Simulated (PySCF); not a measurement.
C₂H₅BO₂, SMILES B(O)(C=C)O. Atoms are numbered in the order given.

```xyz
10

B     -0.0144    -0.5080     0.0000
C     -0.6597     0.9199     0.0000
C      0.0681     2.0462     0.0000
H     -1.7547     1.0209     0.0000
H     -0.3864     3.0431     0.0000
H      1.1625     2.0049     0.0000
O      1.3433    -0.6242     0.0000
H      1.6233    -1.5489     0.0000
O     -0.7576    -1.6601     0.0000
H     -1.7084    -1.5022     0.0000
```
Charge 0, spin multiplicity 1.

Coordinates come from a B3LYP-D3(BJ)/def2-SVP optimisation. One conformer was computed; it need not be the lowest.

These are PBE0/def2-TZVP in PySCF values and carry that method's errors.

ESP charges are fitted to the potential on shells at 1.4 to 2.0 van der Waals radii. Atomic charges (e):

```csv
atom,ESP fit,Löwdin
B1,0.62,-0.91
C2,-0.30,-0.14
C3,-0.33,-0.15
H4,0.13,0.15
H5,0.17,0.12
H6,0.19,0.14
O7,-0.67,0.19
H8,0.45,0.21
O9,-0.68,0.18
H10,0.42,0.21
```

Q: Give the Mayer and Wiberg (Löwdin basis) orders of the bonds. (The exact figures need the calculation; the answer reports its results.)

A: 
| bond | Mayer | Wiberg |
|---|---|---|
| B1–C2 | 1.02 | 1.19 |
| C2–C3 | 1.93 | 2.12 |
| C2–H4 | 0.94 | 0.81 |
| C3–H5 | 0.95 | 0.90 |
| C3–H6 | 0.95 | 0.88 |
| B1–O7 | 1.31 | 1.97 |
| O7–H8 | 0.87 | 0.94 |
| B1–O9 | 1.29 | 1.96 |
| O9–H10 | 0.88 | 0.95 |
